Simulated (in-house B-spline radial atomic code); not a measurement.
Inner-shell binding energies (edges) and X-ray emission energies of free atoms and ions, as differences of relaxed hole-state energies with first-order Breit, QED and recoil terms, without correlation or multiplet splittings, in NIST's listed ground configurations. For neutral atoms such line energies lie within some 1 to 5 eV of tabulated X-ray lines (up to 20 eV for the heaviest). Removing outer electrons raises all edges nearly alike, so lines move far less than edges. K = 1s, L1 = 2s, M5 = 3d5/2. A dash marks a subshell that is part filled or wasn't run, or a line left out. Computed with a B-spline radial code for spherical atoms: Dirac-Hartree-Fock, average of the configuration, finite nuclei.

```csv
ion,configuration,K edge (eV),L1 edge (eV),M5 edge (eV)
Rb+,[Ar] 3d10 4s2 4p6,15211.9,2084.19,122.44
Rb2+,[Ar] 3d10 4s2 4p5,15227.6,2099.59,137.48
Rb3+,[Ar] 3d10 4s2 4p4,15244.7,2116.34,153.77
Rb4+,[Ar] 3d10 4s2 4p3,15263.2,2134.36,171.19
Rb5+,[Ar] 3d10 4s2 4p2,15283,2153.57,189.68
Rb6+,[Ar] 3d10 4s2 4p1,15304.1,2173.92,209.16
Rb7+,[Ar] 3d10 4s2,15326.3,2195.36,229.59
```
